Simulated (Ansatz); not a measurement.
This geometry of F$_{4}$GeH$_{2}$O (8 atoms, charge 0, multiplicity 1) is a first-order saddle point.

Level of theory: Ansatz, RKS PBE0-D4/def2-SVP.

```xyz
8
Properties=species:S:1:pos:R:3
Ge -0.308 0.075 -0.138
F -0.223 0.763 1.710
F 1.167 -0.739 0.151
F -0.267 1.671 -0.736
F -0.826 -0.795 -1.536
O -1.826 -0.406 0.851
H -2.162 -1.311 0.820
H -1.216 0.112 1.708
```

(1) Which two structures does it join? (They come from a converged band through this point; their orientation in space is the band's.)

(2) How far does it lie above each of them?

Answers

(1) Bonds broken: Ge1–F2, O6–H8. Bonds formed: F2–H8. F4GeH2O becomes F3GeHO + FH.

Image 0:

```xyz
8
Properties=species:S:1:pos:R:3
Ge 0.016 0.047 0.017
F 0.286 -0.019 1.717
F 1.638 -0.041 -0.541
F -0.465 1.551 -0.633
F -0.617 -1.377 -0.721
O -2.059 0.033 0.778
H -2.448 -0.798 0.472
H -2.012 -0.026 1.743
```

Image 6:

```xyz
8
Properties=species:S:1:pos:R:3
Ge -0.393 -0.094 -0.261
F -0.226 0.846 2.023
F 1.137 -0.687 0.192
F -0.348 1.568 -0.628
F -0.744 -0.869 -1.754
O -1.720 -0.588 0.778
H -2.348 -1.173 0.335
H -1.021 0.367 2.147
```

(2) 18.6 kcal/mol above the first and 9.0 kcal/mol above the second. This is the barrier of this one path; another mechanism may lie lower. The orbitals stay closed-shell, which can raise the energy where a bond breaks towards radicals; this wasn't checked here.

Run time: 5.3 min on 4 threads of AMD EPYC 7R43 64-Core Processor (Zen 3), with other jobs on the host, peak memory 0.3 GiB.
